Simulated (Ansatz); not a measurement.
One change: `Cl[CH2][AlH][Cl]` becomes `C=C[CH2][AlH][Cl]`.

Ansatz, PBE0-D4/def2-TZVP geometries, multiplicity 1. Each molecule was computed in one conformer, which needn't be the lowest. `Cl[CH2][AlH][Cl]` holds a close contact that its SMILES doesn't draw: Al···Cl 2.46 Å.

```
                                        property  `Cl[CH2][AlH][Cl]`
             LUMO energy (B3LYP/def2-TZVPP) / eV               -1.04
               HOMO energy (PBE/def2-TZVPP) / eV               -6.90
           LUMO energy (ωB97M-V/def2-TZVPP) / eV                0.91
              HOMO energy (PBE0/def2-TZVPP) / eV               -8.21
             HOMO–LUMO gap (PBE/def2-TZVPP) / eV                5.18
size of the dipole moment (B3LYP/def2-TZVPP) / D                2.38
```

**Question.** What does the change do to each property? (Estimate.)

**Answer.** The calculation gave: 
```json
{"property": "LUMO energy (B3LYP/def2-TZVPP) / eV", "`C=C[CH2][AlH][Cl]`": "-1.27", "shift": "-0.23"}
{"property": "HOMO energy (PBE/def2-TZVPP) / eV", "`C=C[CH2][AlH][Cl]`": "-6.08", "shift": "0.82"}
{"property": "LUMO energy (ωB97M-V/def2-TZVPP) / eV", "`C=C[CH2][AlH][Cl]`": "0.88", "shift": "-0.03"}
{"property": "HOMO energy (PBE0/def2-TZVPP) / eV", "`C=C[CH2][AlH][Cl]`": "-7.14", "shift": "1.07"}
{"property": "HOMO–LUMO gap (PBE/def2-TZVPP) / eV", "`C=C[CH2][AlH][Cl]`": "4.09", "shift": "-1.09"}
{"property": "size of the dipole moment (B3LYP/def2-TZVPP) / D", "`C=C[CH2][AlH][Cl]`": "2.60", "shift": "0.22"}
```

With PBE0 the HOMO rises by 1.07 eV and the LUMO falls by 0.29 eV, so the gap narrows by about 1.36 eV. PBE moves the HOMO by 0.82 eV and ωB97M-V by 1.18 eV. The zero-point energy changes by 111.1 kJ/mol with +12 modes. Dipoles are sizes alone; their direction can turn.

B3LYP here is the variant with VWN-RPA as its local correlation; programs differ in this.
